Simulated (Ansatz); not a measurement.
Reaction (redistribution): `CC(C)O[Si]OC(C)C` + `[OH][Ge][F]` → `CC(C)O[Si]F` + `CC(C)[O][Ge][OH]`

Isolated molecules relaxed with PBE0-D4/def2-TZVP in Ansatz; ΔE leaves out vibrations. CBS: MP2 limit from def2 TZ/QZ plus the TZ coupled-cluster correction, frozen cores. Functionals use def2-TZVPP. For Ge outer-core shells are correlated without core-valence functions, which leaves a few kJ/mol of doubt a bond. Scalar relativity is left out up to krypton. Each species was taken in one conformer, which may not be the lowest.

`CC(C)O[Si]OC(C)C`:

Z-matrix (Å, degrees):
```
C
C 1 1.514
H 1 1.092 2 110.1
H 1 1.091 2 110.6 3 119.6
H 1 1.093 2 110.6 3 -120.1
O 2 1.419 1 108.2 3 -61.1
C 2 1.515 1 112.3 3 59.8
H 2 1.097 1 108.7 3 -179.3
Si 6 1.642 2 141.3 1 -146.8
H 7 1.092 2 111.0 1 180.0
H 7 1.092 2 110.0 1 -60.3
H 7 1.093 2 110.7 1 59.6
O 9 1.642 6 108.9 2 -1.1
C 13 1.419 9 141.3 6 -1.1
C 14 1.514 13 108.2 9 -146.8
C 14 1.515 13 109.4 9 90.6
H 14 1.097 13 109.0 9 -28.8
H 15 1.093 14 110.6 13 178.8
H 15 1.092 14 110.1 13 -61.1
H 15 1.091 14 110.6 13 58.5
H 16 1.092 14 111.0 13 -59.8
H 16 1.093 14 110.7 13 179.8
H 16 1.092 14 110.0 13 59.9
```

`[OH][Ge][F]`:

Z-matrix (Å, degrees):
```
O
Ge 1 1.771
H 1 0.964 2 113.8
F 2 1.767 1 97.0 3 0.0
```

`CC(C)O[Si]F`:

Z-matrix (Å, degrees):
```
C
C 1 1.513
H 1 1.092 2 110.3
H 1 1.092 2 110.8 3 120.0
H 1 1.092 2 110.3 3 -119.9
C 2 1.513 1 112.7 3 60.1
O 2 1.431 1 108.4 3 180.0
H 2 1.095 1 109.5 3 -62.0
H 6 1.092 2 110.3 1 59.9
H 6 1.091 2 110.9 1 180.0
H 6 1.092 2 110.3 1 -60.0
Si 7 1.626 2 133.4 1 118.8
F 12 1.623 7 102.6 2 -0.0
```

`CC(C)[O][Ge][OH]`:

```xyz
14

C    -1.364   -0.485    0.719
C    -0.434   -0.158   -0.434
C     0.474   -1.324   -0.778
O     0.282    1.030   -0.150
Ge    1.868    1.187    0.679
O     1.852    2.964    0.631
H    -2.012   -1.329    0.472
H    -0.786   -0.748    1.611
H    -1.990    0.376    0.959
H    -1.046    0.071   -1.317
H     1.070   -1.631    0.086
H     1.155   -1.059   -1.591
H    -0.117   -2.186   -1.097
H     1.048    3.291    0.210
```

Is it downhill or uphill in electronic energy at CCSD(T)/CBS, and by how much? (An estimate is asked.)

Ansatz gave: Downhill: ΔE = -15.4 kJ/mol.

What do these levels give: PBE-D4, r2SCAN-D4, PBE0-D4, r2SCAN, MP2/def2-TZVPP, MP2/CBS(def2)? (Best estimate.)

The calculation gave: PBE-D4 -8.6, r2SCAN-D4 -11.5, PBE0-D4 -8.7, r2SCAN -13.9, MP2/def2-TZVPP -15.1, MP2/CBS(def2) -15.6 kJ/mol.

Largest T1 diagnostic among the species: 0.015.

The D4 term adds +5.6 kJ/mol with B3LYP and +4.2 kJ/mol with PBE0; it sums over pairs of atoms, weighted by their polarisabilities, and B3LYP, whose exchange is more repulsive, gets the larger term. In def2-TZVPP, CCSD(T) changes the Hartree–Fock value by −3.1 kJ/mol (the triples alone add −0.0 kJ/mol) and MP2 by −3.3 kJ/mol.

B3LYP here is the variant with VWN-RPA as its local correlation; programs differ in this.
